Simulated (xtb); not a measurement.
GeH₂Cl₂, SMILES [Cl][GeH2][Cl]. All values are semi-empirical tight-binding results from xtb (GFN2-xTB unless named), good for trends rather than for accurate numbers. Coordinates come from a GFN2-xTB optimisation.

Optimised geometry:

Bonded distances (Å): Ge1–Cl2 2.097, Ge1–Cl3 2.097, Ge1–H4 1.513, Ge1–H5 1.513. Angles (°): Cl2–Ge1–Cl3 108.2, Cl2–Ge1–H4 109.4, Cl2–Ge1–H5 109.4, Cl3–Ge1–H4 109.4, Cl3–Ge1–H5 109.4, H4–Ge1–H5 110.9.

For metal compounds this method's bond lengths and energies can be far off.

```
Item                                           Value
-------------------------------------  -------------
point group as xtb finds it                      C2v
orbital gap                                  7.31 eV
zero-point energy                      10.2 kcal/mol
G − E(el) at 298.15 K (modified RRHO)  -7.9 kcal/mol
```

**Question.** Give the atomic charges and the Wiberg bond orders between heavy atoms. (The exact figures need the calculation; the answer reports its results.)

**Answer.** charges (e) Ge1 0.23, Cl2 -0.13, Cl3 -0.13, H4 0.02, H5 0.02. Bond orders Ge1–Cl2 1.21, Ge1–Cl3 1.21.
